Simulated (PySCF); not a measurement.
# Fe (iron, neutral): TPSS calculation

Configuration: [Ar] 3d6 4s2, high-spin 5D determinant. Computed with PySCF 2.14 in x2c-SVPall (5s3p3d1f, 36 functions), with scalar relativity by spin-free X2C-1e.

| Property | Result |
| --- | --- |
| Total energy | -1272.419 hartree |
| One-electron energy | -1754.386 hartree |
| Hartree (Coulomb) energy | 538.103 hartree |
| Exchange-correlation energy | -56.136 hartree |
| ⟨S²⟩ | 6.0087 |
| ⟨L²⟩ | 6.017 |
| Sum of ⟨r⟩ | 21.68 bohr |
| Sum of ⟨r²⟩ | 38.83 bohr² |
| Traceless quadrupole moment −½Σ⟨3z² − r²⟩ along its main axis | 0.268 e·bohr² |
| Langevin diamagnetic susceptibility | -30.8 ×10⁻⁶ cm³/mol |
| Time after the integrals | 1.6 s of wall time on 1 thread of Neoverse-V1 (shared host) |

```json
{"shell": "1s α", "electrons": "1", "mean orbital energy (hartree)": "-257.52624", "spread (hartree)": "0", "rms radius, mean of both spins (bohr)": "0.0675"}
{"shell": "1s β", "electrons": "1", "mean orbital energy (hartree)": "-257.52569", "spread (hartree)": "0", "rms radius, mean of both spins (bohr)": "0.0675"}
{"shell": "2s α", "electrons": "1", "mean orbital energy (hartree)": "-30.26097", "spread (hartree)": "0", "rms radius, mean of both spins (bohr)": "0.289"}
{"shell": "2s β", "electrons": "1", "mean orbital energy (hartree)": "-30.19990", "spread (hartree)": "0", "rms radius, mean of both spins (bohr)": "0.289"}
{"shell": "2p α", "electrons": "3", "mean orbital energy (hartree)": "-25.74608", "spread (hartree)": "0.03171", "rms radius, mean of both spins (bohr)": "0.261"}
{"shell": "2p β", "electrons": "3", "mean orbital energy (hartree)": "-25.69613", "spread (hartree)": "0.01830", "rms radius, mean of both spins (bohr)": "0.261"}
{"shell": "3s α", "electrons": "1", "mean orbital energy (hartree)": "-3.56537", "spread (hartree)": "0", "rms radius, mean of both spins (bohr)": "0.872"}
{"shell": "3s β", "electrons": "1", "mean orbital energy (hartree)": "-3.39866", "spread (hartree)": "0", "rms radius, mean of both spins (bohr)": "0.872"}
{"shell": "3p α", "electrons": "3", "mean orbital energy (hartree)": "-2.29714", "spread (hartree)": "0.06567", "rms radius, mean of both spins (bohr)": "0.937"}
{"shell": "3p β", "electrons": "3", "mean orbital energy (hartree)": "-2.13103", "spread (hartree)": "0.01733", "rms radius, mean of both spins (bohr)": "0.937"}
{"shell": "3d α", "electrons": "5", "mean orbital energy (hartree)": "-0.33571", "spread (hartree)": "0.07066", "rms radius, mean of both spins (bohr)": "1.30"}
{"shell": "3d β", "electrons": "1", "mean orbital energy (hartree)": "-0.22177", "spread (hartree)": "0", "rms radius, mean of both spins (bohr)": "1.30"}
{"shell": "4s α", "electrons": "1", "mean orbital energy (hartree)": "-0.20722", "spread (hartree)": "0", "rms radius, mean of both spins (bohr)": "3.26"}
{"shell": "4s β", "electrons": "1", "mean orbital energy (hartree)": "-0.17665", "spread (hartree)": "0", "rms radius, mean of both spins (bohr)": "3.26"}
```

Densities and radii are taken from the X2C orbitals without a picture-change correction, which distorts them close to the nucleus.
